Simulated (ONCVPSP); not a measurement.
# Sn: one change to an ONCV potential, before and after

* Element: tin
* Generator: ONCVPSP 4.0.1
* Type: optimised norm-conserving Vanderbilt (ONCV)
* Functional: PW91
* Relativity: scalar-relativistic
* Frozen core: [Kr] 4d10
* Valence charge: 4
* Reference configuration: 5s2 5p1.5 (charge +0.5)
* Partial waves: 5s: rc 2.15 bohr, ncon 4, nbas 8, qcut 2.9 1/bohr, 2 projectors, debl 3.9 Ha; 5p: rc 2.75 bohr, ncon 4, nbas 7, qcut 2.9 1/bohr, 1 projector; d scattering state at 0.06 Ha: rc 2.90 bohr, ncon 4, nbas 7, qcut 2.8 1/bohr, 2 projectors, debl 1.9 Ha
* Local potential: polynomial inside 1.85 bohr (lpopt 5, dvloc0 0 Ha)
* Core correction: none

Change: all radii scaled by about 0.82 (s 1.78, p 2.26, d 2.38 bohr); local potential polynomial inside 1.52 bohr (lpopt 5, dvloc0 0 Ha).

Cutoffs: the cutoffs (Ha) at which the residual kinetic energy of the hardest occupied pseudo-wave falls to 1 and 0.1 mHa per electron; they do not see the model core or the augmentation charge, which bear on the density cutoff. Errors are all-electron minus pseudo energies relative to the spin-unpolarised reference configuration.

Q: What does the change do?

A: The potential gets softer (17 Ha and 35 Ha → 11 Ha and 34 Ha); a bound ghost appears in d, which as a rule spoils a file; the lowest positive-energy flag moves from s at 86.2 eV to p at 12.0 eV; of the 4 tests that both files solve, the error grows in 2 and shrinks in 0 by more than 15 % and 0.3 meV (median size 5.0 → 9.2 meV).

```csv
quantity,base,changed
"cutoff, loose",17 Ha,11 Ha
"cutoff, tight",35 Ha,34 Ha
loose cutoff by channel,"s 17 Ha, p 3.6 Ha","s 11 Ha, p 5.8 Ha"
bound ghosts,none,d
GHOST(+) flags under 300 eV,s at 86.2 eV,"p at 12.0 eV, d at 73.2 eV, d at 292.5 eV"
"error for 5s2 5p2, meV [ΔE -2.64 eV]",+1.5,+1.9
"error for 5s2 5p1, meV [ΔE 4.29 eV]",-0.2,+0.5
"error for 5s2 5p0, meV [ΔE 18.32 eV]",+8.5,+16
"error for 5s1 5p3, meV [ΔE 4.36 eV]",+20,+20
```

Changed file: The cutoffs count occupied waves only; projector 2 of the d channel, the hardest unoccupied one, needs 43 Ha at the loose tolerance. A true bound ghost makes a file unfit for plane-wave use even where its test errors are small: the radial tests pick states by their node count and pass the ghost by.
